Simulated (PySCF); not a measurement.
# Correlation energy of Sb³⁺ (antimony, charge +3)

[Kr] 4d10 5s2, closed-shell 1S. All numbers are calculated (PySCF 2.14, the spin-free X2C one-electron Hamiltonian (Gaussian nucleus), in x2c-SVPall (6s5p3d, 36 functions)). Frozen: [Kr] 4d10; 2 electrons correlated.

Total MP2 correlation energy: -22.56 mhartree.

Same-spin part 0.00 and opposite-spin part -22.56 mhartree; SCS-MP2 scales them by 1/3 and 6/5 to -27.07 mhartree.

With two correlated electrons CCSD is exact within the correlated space (frozen core and kept virtual orbitals).

| level | correlation energy (mhartree) |
| --- | --- |
| CCSD | -33.42 |

Diagnostics: T1 = 0.0023, D1 = 0.0033, largest double amplitude 0.098.

Cost of the coupled-cluster step: 0.05 s of wall time on 1 thread of Neoverse-V1 (shared host), for 2 correlated electrons.

Iterations:

```
CC2 = 0
CCSD nocc = 1, nmo = 13
frozen orbitals [0, 1, 2, 3, 4, 5, 6, 7, 8, 9, 10, 11, 12, 13, 14, 15, 16, 17, 18, 19, 20, 21, 22]
max_cycle = 100
direct = 0
conv_tol = 1e-08
conv_tol_normt = 1e-06
diis_space = 8
diis_start_cycle = 0
Init t2, MP2 energy = -6475.48834691053  E_corr(MP2) -0.022562474565152
Init E_corr(CCSD) = -0.0225624745692895
cycle = 1  E_corr(CCSD) = -0.0296386576125078  dE = -0.00707618304  norm(t1,t2) = 0.0404183
cycle = 2  E_corr(CCSD) = -0.0320260766739448  dE = -0.00238741906  norm(t1,t2) = 0.0152749
cycle = 3  E_corr(CCSD) = -0.033431779636158  dE = -0.00140570296  norm(t1,t2) = 0.0059737
cycle = 4  E_corr(CCSD) = -0.0334150844553114  dE = 1.66951808e-05  norm(t1,t2) = 0.000188518
cycle = 5  E_corr(CCSD) = -0.0334159907590422  dE = -9.06303731e-07  norm(t1,t2) = 1.51401e-05
cycle = 6  E_corr(CCSD) = -0.0334152794162097  dE = 7.11342832e-07  norm(t1,t2) = 2.484e-06
cycle = 7  E_corr(CCSD) = -0.0334154003344115  dE = -1.20918202e-07  norm(t1,t2) = 4.65435e-07
cycle = 8  E_corr(CCSD) = -0.0334153978374223  dE = 2.49698923e-09  norm(t1,t2) = 2.88587e-08
CCSD converged
E(CCSD) = -6475.499199833801  E_corr = -0.03341539783742232
```
